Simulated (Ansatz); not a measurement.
Worked example: SiH(CH3)(SiH3)F + SiH(SiH3)2F → SiH(CH3)(SiH3)2 + SiH(SiH3)F2

Gas-phase species: SiH(CH3)(SiH3)F, singlet; SiH(SiH3)2F, singlet; SiH(CH3)(SiH3)2, singlet; SiH(SiH3)F2, singlet. The partners trade F for SiH3; both sit on Si, so the bond types are kept.

Shapes, held fixed at every level: PBE0-D4/def2-TZVP. Programs: Ansatz 0.2.0. The zero-point and thermal change to 298 K, harmonic and unscaled (PBE0-D4/def2-TZVP), is +1.0 kJ/mol.

At CCSD(T)/CBS estimate; 1 Eh = 2625.50 kJ/mol:

| species | energy (Eh) |
| --- | --- |
| SiH(CH3)(SiH3)F | -720.280562 |
| SiH(SiH3)2F | -971.280160 |
| SiH(CH3)(SiH3)2 | -911.301401 |
| SiH(SiH3)F2 | -780.269197 |

Work out ΔH(298 K) of the reaction at this level.


1. Products less reactants: (-911.301401) + (-780.269197) − [(-720.280562) + (-971.280160)] = -0.009876 Eh = -25.9 kJ/mol.
2. With the thermal change: -25.9 + (+1.0) = -24.9 kJ/mol.

Other levels give -29.1 (MP2/def2-TZVPP) to -22.0 kJ/mol (B3LYP-D4/def2-TZVPP). No measured value is set beside it here. The CBS estimate extrapolates MP2 from def2-TZVPP and def2-QZVPP and adds CCSD(T) − MP2 in the triple-zeta set, cores frozen.
